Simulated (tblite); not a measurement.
All values are computed: GFN2-xTB (tblite) harmonic vibrations without scaling, gas phase. Errors from tens to a few hundred cm⁻¹ against measured bands are possible. Modes of hydrogen on silicon can be 10 to 20 % off. One conformer each. Thermal functions are those of the rigid rotor and harmonic oscillator, without mixing of conformers.

**Question.** Order these by their zero-point energy, highest first (kJ/mol).
A. `C=C(C)[C@@H]1[SiH2]SCS[C@@H]1F`
B. `C=C[C@@H]1C[Si@H](C#N)O[SiH2]1`
C. `C=C[SiH2][C@@H](CC)[SiH2]C`
D. `C=C/C=C(/C=S)C(C)=O`
E. `CC[C@H](C)CO`

**Answer.** C (509.1), E (427.1), A (402.7), D (330.9), B (328.2).

```csv
SMILES,atoms,mass (u),symmetry number,modes under 300 cm⁻¹,ZPE (kJ/mol),S translation (J/(mol K)),S rotation,S vibration,S,Cp
C=C[SiH2][C@@H](CC)[SiH2]C,24,144.08,1,11,509.1,162.5,121.2,127.1,410.8,154.9
CC[C@H](C)CO,18,88.09,1,6,427.1,156.4,108.4,52.7,317.5,95.7
C=C(C)[C@@H]1[SiH2]SCS[C@@H]1F,21,194.01,1,10,402.7,166.3,124.4,99.8,390.4,147.8
C=C/C=C(/C=S)C(C)=O,17,140.03,1,8,330.9,162.2,120.1,89.6,371.9,122.4
C=C[C@@H]1C[Si@H](C#N)O[SiH2]1,18,155.02,1,7,328.2,163.5,121.3,91.0,375.7,133.7
```

Entropies and Cp are for 200 K and 1 bar.
